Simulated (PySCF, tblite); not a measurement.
Species: CH8F3PSi3.
Atom-mapped SMILES: `[F:1][C:2]([F:3])([F:4])[SiH2:5][P:6]([SiH3:7])[SiH3:8]` (hydrogens: H9, H10 on Si5; H11, H12, H13 on Si7; H14, H15, H16 on Si8)

Structure used (GFN2-xTB), in Å, numbered top down from 1:
```
atom  x, y, z in Å
F1     3.4038   -0.0163   -0.4331
C2     2.0748    0.1857   -0.3923
F3     1.6726    0.2684   -1.6793
F4     1.9020    1.4216    0.1256
Si5    1.1183   -1.1876    0.6056
P6    -1.0573   -0.8529    0.6768
Si7   -1.2651    1.2348    1.4740
Si8   -1.6477   -0.6269   -1.4765
H9     1.7284   -1.1113    1.9293
H10    1.4603   -2.4097   -0.1153
H11   -0.5543    1.2563    2.7504
H12   -2.7059    1.4057    1.6562
H13   -0.7471    2.2527    0.5618
H14   -1.1909   -1.8377   -2.1544
H15   -3.1071   -0.5463   -1.4399
H16   -1.0924    0.5724   -2.1004
```

Level of theory: CAM-B3LYP/def2-SVPD in PySCF (dipole) on a GFN2-xTB geometry, gas phase.

Masses are those of the commonest isotopes; rigid-rotor values at the optimised geometry. The values belong to one conformer with, in the numbering `[F:1][C:2]([F:3])([F:4])[SiH2:5][P:6]([SiH3:7])[SiH3:8]`, C2–Si5–P6–Si7 -54°.

What are A, B and C (cm⁻¹)?

Ia = 392.62, Ib = 743.45, Ic = 847.65 u·Å²; 505379 MHz·u·Å²/I gives 1287, 679.8 and 596.2 MHz, that is A = 0.04294, B = 0.02267, C = 0.01989 cm⁻¹.

Classify the top.

An asymmetric top. Ray's parameter κ = (2B − A − C)/(A − C) = -0.758; −1 is the prolate and +1 the oblate limit.

What does the inertial defect say?

Not planar: Δ = Ic − Ia − Ib = -288.43 u·Å². For a rigid frame Δ = −2 Σ m c², so Σ m c² = 144.21 u·Å² lies off the ab plane: 16.84 from hydrogen and 127.37 from heavier atoms. The atom farthest from that plane is 2.11 Å away.

Which lines would a microwave search look for?

The dipole components are |μa| = 1.82 D, |μb| = 0.00 D, |μc| = 0.79 D; the mirror of this Cs structure is the ac plane, so μb vanishes by symmetry and there are no b-type lines. Intensities carry the squares of the components, which stand as 1.00 : 0.19 (a : c). Some lines, for components of 0.1 D or more:

| type | branch | J(Ka,Kc) | MHz | lower level (cm⁻¹) |
| --- | --- | --- | --- | --- |
| a | Q | 3(1,2) ← 3(1,3) | 501 | 0.269 |
| a | R | 1(0,1) ← 0(0,0) | 1276 | 0.000 |
| c | Q | 2(2,1) ← 2(1,1) | 1822 | 0.154 |
| c | R | 1(1,0) ← 0(0,0) | 1967 | 0.000 |
| a | R | 2(1,2) ← 1(1,1) | 2468 | 0.063 |
| c | R | 2(1,1) ← 1(0,1) | 3327 | 0.043 |
| a | R | 3(0,3) ← 2(0,2) | 3796 | 0.127 |
| a | R | 3(2,2) ← 2(2,1) | 3828 | 0.214 |
| a | R | 3(2,1) ← 2(2,0) | 3860 | 0.215 |
| c | Q | 4(4,1) ← 4(3,1) | 4528 | 0.621 |
| a | R | 4(1,3) ← 3(1,2) | 5253 | 0.285 |
| c | R | 4(1,3) ← 3(0,3) | 6188 | 0.254 |
| c | R | 4(2,2) ← 3(1,2) | 6916 | 0.285 |
| c | R | 4(4,0) ← 3(3,0) | 9649 | 0.450 |
| c | R | 4(4,1) ← 3(3,1) | 9650 | 0.450 |

Its lowest GFN2-xTB frequency is 19i cm⁻¹, too small to tell a flat minimum from a shallow saddle. Zero-point vibration and centrifugal distortion are left out. A rigid rotor knows nothing of internal rotation, which can split or shift real lines.

Time: 2.3 min; peak memory 1.2 GiB. Hardware: an Arm Neoverse N1 with one thread, on a shared host. This is the CAM-B3LYP/def2-SVPD job that gave the dipole, with the excitations it also computed.
